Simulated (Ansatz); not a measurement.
A run of Ansatz (development build ahead of 0.2.0) on singlet CuCl at this shape:

```xyz
2

Cu   -0.0221   -0.0016   -0.7251
Cl   -0.0349   -0.0339    1.3247
```

Its results:

- Converged: yes
- Reference energy: -2074.96272 hartree
- Correlation energy: -0.05086 hartree
- Total energy: -2075.01358 hartree
- Spin squared of the determinant: 0.000

**Question.** Which input gives this output? Name the method, the orbitals and the basis set, and write the input.

**Answer.** RHF-MP2 in STO-3G. An unrestricted run that stays on the closed shell gives the same numbers.

```yaml
crystal:
  periodic: [false, false, false]
  atoms:
    - { symbol: Cu, position_ang: [-0.0221, -0.00156, -0.72506] }
    - { symbol: Cl, position_ang: [-0.03492, -0.03391, 1.32474] }
basis:
  gaussian: { orbitals: STO-3G }
hamiltonian:
  xc: hf
correlation:
  method: mp2
  frozen_orbitals: { Cl: 5, Cu: 5 }
```
